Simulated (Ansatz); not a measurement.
Mo(NH)2(NH2)2 (MoN4H6), relaxed as a singlet with RKS B3LYP-D4/def2-SVP in Ansatz, starting from the GFN2-xTB geometry. Force threshold 0.02 eV/Å.

In the def2 sets Mo takes a core potential; there is no spin–orbit coupling. The restricted singlet is unstable towards broken spin symmetry in Hartree–Fock (as tested in another run); at B3LYP-D4/def2-SVP this wasn't settled. Another isomer (singlet) lies 0.51 eV lower at PBE0-D4/def2-TZVP; other spin states weren't run for this one.

Start:

```xyz
11

Mo   -0.254   -0.080   -0.001
N    -1.104   -0.363    1.490
N    -1.097   -0.328   -1.502
N     1.286   -1.251   -0.012
N     0.341    1.761    0.022
H    -1.782   -0.581    2.214
H    -1.769   -0.530   -2.236
H     1.727   -1.649   -0.843
H     1.723   -1.677    0.807
H     0.465    2.338    0.854
H     0.464    2.360   -0.795
```

```csv
step,energy (eV),largest force component (eV/Å),SCF passes
1,-7911.9693,0.890,19
2,-7912.0131,0.279,23
3,-7912.0366,0.174,23
4,-7912.0447,0.099,22
5 (rejected),-7912.0446,0.091,24
6,-7912.0455,0.020,17
7,-7912.0457,0.032,23
8,-7912.0458,0.009,17
```

Force components are those of the run's own axes.

End:

Cartesian coordinates in Å:
```
Mo -0.1933 -0.0605 -0.0011
N -1.0757 -0.3553 1.4729
N -1.0702 -0.3181 -1.4852
N 1.3290 -1.2878 -0.0126
N 0.3552 1.8164 0.0226
H -1.8750 -0.6134 2.0483
H -1.8667 -0.5609 -2.0709
H 1.7391 -1.6807 -0.8549
H 1.7362 -1.7004 0.8216
H 0.4584 2.3703 0.8679
H 0.4631 2.3903 -0.8086
```

By distances, no bond broke or formed. The bond that changes most is Mo1–N5, from 1.94 to 1.96 Å (atoms count from 1).

No frequencies were taken in this run, so the end may be a saddle point.

It took 21 s on 2 threads of Intel Xeon 6975P-C on a shared host.
